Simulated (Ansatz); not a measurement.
```xyz
5

C     0.0056   -0.0081   -1.1177
Cl    0.0021   -0.0012    0.6657
H     0.0008   -1.0269   -1.4763
H    -0.9012    0.5092   -1.4809
H     0.8932    0.5196   -1.4698
```

Basis set: def2-TZVP (spherical functions). Left uncorrelated: 6 orbitals. Charge 0, multiplicity 1.

Computed with Ansatz (development build ahead of 0.2.0); each method stands on the lowest determinant of its kind that the runs found. Restricted open shells among the atoms or ions are ROHF, correlated in semicanonical orbitals with singles.

The atomization energy at this shape (free ground-state atoms in the same class of orbitals less the molecule, no zero-point energy) of singlet CH3Cl:

```json
{"method": "RHF", "atomization energy": "301.97 kcal/mol"}
```

**Question.** What does RHF-MP2 give?

**Answer.** 382.78 kcal/mol.
